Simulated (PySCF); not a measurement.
Several molecules and their computed UV-vis stick spectra, shuffled. The calculation used TDDFT B3LYP/def2-SVPD, vertical, gas phase, core orbitals frozen in the response in PySCF. Geometries: PBE0-D3(BJ)/def2-SVP; one conformer of each isolated species. Triplets are in the Tamm–Dancoff approximation. Relativistic effects are left out although some hold elements past zinc.

A. `[H]/N=[CH]\[GaH2-][n+]1ccccc1`
B. `C#CC#C/C=C\C#CC`
C. `FC(F)(F)[C@H]1CC[C@@H](CC1)B`
D. `[H]/N=C\C1=C[N+]([GaH3-])=CC=C1`

Lowest singlet levels (six at most, fewer where fewer were computed) with oscillator strengths:

1. 5.29 eV (f 0.009); 5.65 eV (f 0.001); 6.28 eV (f 0.010); 6.55 eV (f 0.002); 7.22 eV (f 0.001); 7.45 eV (f 0.015); T1 4.82 eV
2. 3.76 eV (f 0.000); 3.86 eV (f 0.383); 4.17 eV (f 0.000); 4.20 eV (f 0.000); 4.87 eV (f 0.133); 5.49 eV (f 0.193); T1 2.37 eV
3. 3.64 eV (f 0.021); 3.74 eV (f 0.001); 4.14 eV (f 0.001); 4.23 eV (f 0.013); 4.36 eV (f 0.003); 4.98 eV (f 0.143); T1 3.43 eV
4. 2.74 eV (f 0.033); 3.26 eV (f 0.000); 3.93 eV (f 0.002); 4.36 eV (f 0.002); 4.95 eV (f 0.002); 5.09 eV (f 0.002); T1 2.60 eV

Question: Match each spectrum to its molecule.

Answer: 1 = C, 2 = B, 3 = D, 4 = A.
- A: S1 at 2.74 eV, HOMO→LUMO (100%); Löwdin shares by element: HOMO nitrogen 42% or more, carbon 24% or more, gallium 12%, hydrogen 7% or more; LUMO carbon 49% or more, nitrogen 22% or more (atoms not listed hold the other 29%); HOMO -5.70 and LUMO -2.37 eV.
- B: S1 at 3.76 eV, HOMO-1→LUMO (97%); Löwdin shares by element: HOMO carbon 53% or more (atoms not listed hold the other 47%); LUMO carbon 57% or more (atoms not listed hold the other 43%); HOMO -6.23 and LUMO -2.16 eV; point group Cs, 3 of its 6 listed states under f = 0.0005.
- C: S1 at 5.29 eV, HOMO→LUMO (95%); Löwdin shares by element: HOMO carbon 42% or more, boron 20% (atoms not listed hold the other 38%); LUMO boron 53%, hydrogen 21% or more, carbon 10% or more (atoms not listed hold the other 16%); HOMO -8.33 and LUMO -1.76 eV.
- D: S1 at 3.64 eV, HOMO→LUMO (99%); Löwdin shares by element: HOMO hydrogen 55% or more, gallium 39%; LUMO carbon 47% or more, nitrogen 13% or more (atoms not listed hold the other 40%); HOMO -7.19 and LUMO -2.94 eV.
B and D have S1 within 0.12 eV of each other; their strongest listed levels stand at 3.86 eV (f 0.383) and 4.98 eV (f 0.143).
